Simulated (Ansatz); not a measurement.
Gas-phase electronic energies from Ansatz, PBE0-D4/def2-TZVP geometries. CCSD(T)/CBS is the MP2 limit (def2-TZVPP, def2-QZVPP) plus CCSD(T) − MP2 in def2-TZVPP, frozen cores. DFT in def2-TZVPP. B3LYP here is the variant with VWN-RPA as its local correlation; programs differ in this. def2 core potentials past Kr. For Sn outer-core shells are correlated without core-valence functions, which leaves a few kJ/mol of doubt a bond. Each species was taken in one conformer, which may not be the lowest.

Reaction (redistribution): `C#[C][SnH2][CH3]` + `B[CH2][SnH2][F]` → `B[CH2][SnH2][CH3]` + `C#[C][SnH2][F]`

(1) Is it downhill or uphill in electronic energy at CCSD(T)/CBS, and by how much? (Estimate.)

(2) What do these levels give: PBE-D4, r2SCAN-D4, PBE0-D4, B3LYP-D4, ωB97X-V, ωB97M-V, r2SCAN, PBE0, B3LYP, SCS-MP2/def2-TZVPP, HF/def2-QZVPP, CCSD/CBS(def2)? (Estimate.)

Largest T1 diagnostic among the species: 0.014.

Answers

(1) Ansatz gave: Uphill: ΔE = +3.6 kJ/mol.

(2) Computed: PBE-D4 3.5, r2SCAN-D4 4.4, PBE0-D4 4.1, B3LYP-D4 5.0, ωB97X-V 5.5, ωB97M-V 4.3, r2SCAN 4.6, PBE0 4.8, B3LYP 6.1, SCS-MP2/def2-TZVPP 3.8, HF/def2-QZVPP 9.0, CCSD/CBS(def2) 4.6 kJ/mol.

In def2-TZVPP, CCSD(T) changes the Hartree–Fock value by −5.5 kJ/mol (the triples alone add −1.0 kJ/mol) and MP2 by −6.2 kJ/mol.
